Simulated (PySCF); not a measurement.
**Ca₂S, singlet: data card**

These are results of PBE0/[S def2-TZVP, Ca def2-TZVP], no relativity, density fitting, PySCF, not measurements.

The structure is a minimum.

```
Point group                                                                   : C2v
Bond lengths                                                                  : Ca–Ca 3.335 Å, S–Ca 2.492 Å (×2)
Bond angles                                                                   : Ca–Ca–S 48.0° (×2), Ca–S–Ca 84.0°
Principal polarisabilities                                                    : 209.8, 217.7, 500.1 bohr³
Principal quadrupole moments (Buckingham, traceless) about the centre of mass : -24.89, -5.85, 30.74 D Å
Heat capacity Cp at 298.15 K                                                  : 54.5 J/(mol K)
Lowest empty level                                                            : -2.08 eV
Zero-point energy                                                             : 5.0 kJ/mol
Entropy at 298.15 K and 1 bar                                                 : 296.2 J/(mol K)
Atomisation energy without zero-point energy                                  : 573 kJ/mol
Rotational constants                                                          : 0.2153, 0.07584, 0.05608 cm⁻¹
Dipole moment                                                                 : 3.21 D
Enthalpy at 298.15 K above 0 K                                                : 13.57 kJ/mol
Rotational symmetry number                                                    : 2
Highest occupied level                                                        : -3.85 eV
```

Harmonic modes (masses in u: S 31.972, Ca 39.963):
```tsv
symmetry	ω (cm⁻¹)	IR (km/mol)	μ (u)
a1	149	9.5	38.38
b2	304	60.7	35.30
a1	378	48.4	35.14
```

In C2v the vibrations span 2a1 + b2. Here b1 is antisymmetric to the molecular plane and b2 lies in it.

Charges (e):
| atom | Mulliken | Löwdin | polar tensor | Mayer order to S1 |
| --- | --- | --- | --- | --- |
| S1 | -0.87 | -0.21 | -0.19 | – |
| Ca2,3 | 0.43 | 0.11 | 0.10 | 0.93 |
Other Mayer orders above 0.3: Ca–Ca 1.03.

Mulliken populations on S1: s 5.92, p 10.91, d 0.03, f 0.00.

Outer orbital energies (eV). occupied: -29.26, -29.24, -29.16, -16.33, -6.38, -6.36, -5.86, -3.85; empty: -2.08, -1.01, -0.93, -0.54.

Only a few start shapes were tried, so a lower isomer may exist. At the minimum of this search the closed-shell solution is unstable towards spin polarisation, so a lower open-shell solution exists.

The final relaxation and frequency run took about 60 core-seconds on a shared host.
